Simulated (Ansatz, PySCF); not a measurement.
The pair A = BF3 (SMILES FB(F)F) (first 4 atoms), B = CH5N (SMILES CN); geometry from B3LYP-D3(BJ)/def2-TZVP.
(charge 0, multiplicity 1):
```xyz
11

F     -0.55506    -1.01569     0.57119
B     -0.06718     0.21498     0.94590
F     -0.79610     1.27627     0.45883
F      1.29215     0.34956     0.78142
C      0.38817    -0.76914     3.36725
N     -0.31009     0.28887     2.59839
H      1.45353    -0.68458     3.17108
H      0.03913    -1.73448     3.01094
H      0.19445    -0.67100     4.43435
H     -0.00890     1.21176     2.90284
H     -1.31443     0.24195     2.75407
```

Frozen-core correlation. CBS(a, b) extrapolates the correlation energy as X⁻³ and adds the Hartree–Fock energy of set b. MP2 and its Hartree–Fock in aug-cc-pVQZ, aug-cc-pVTZ are density fitted.

Run with Ansatz (a program for electronic structure) with Gaussian orbitals; PySCF for the dispersion terms. Each number belongs to the level named beside it.

The monomers are drawn apart, rigid, along the line of their centres of mass. Counterpoise-corrected interaction energies (kcal/mol):

```
level                                                     R = 3.051 Å  R = 3.720 Å
--------------------------------------------------------  -----------  -----------
PBE/def2-TZVPPD                                              -28.0522     -12.2788
PBE-D3(BJ)/def2-TZVPPD                                       -29.4674     -13.1071
wB97M-V/def2-TZVPPD                                          -29.6892     -12.6320
MP2/CBS(aug-cc-pVTZ, aug-cc-pVQZ) + ΔCCSD(T)/aug-cc-pVDZ     -29.4472     -12.2625
```

Problem. R is the distance of the centres of mass. Find the local exponent m of E ∝ R⁻ᵐ between the two points.

Solution. 
m = ln(E₁/E₂)/ln(R₂/R₁): PBE/def2-TZVPPD 4.2; PBE-D3(BJ)/def2-TZVPPD 4.1; wB97M-V/def2-TZVPPD 4.3; MP2/CBS(aug-cc-pVTZ, aug-cc-pVQZ) + ΔCCSD(T)/aug-cc-pVDZ 4.4. For scale, two fixed dipoles give m = 3, dipole and quadrupole 4, quadrupoles 5, and dispersion or dipole-induced dipole 6 at long range; at these distances several terms mix, and what is left of overlap and damping shifts m, so it need not match one of them.
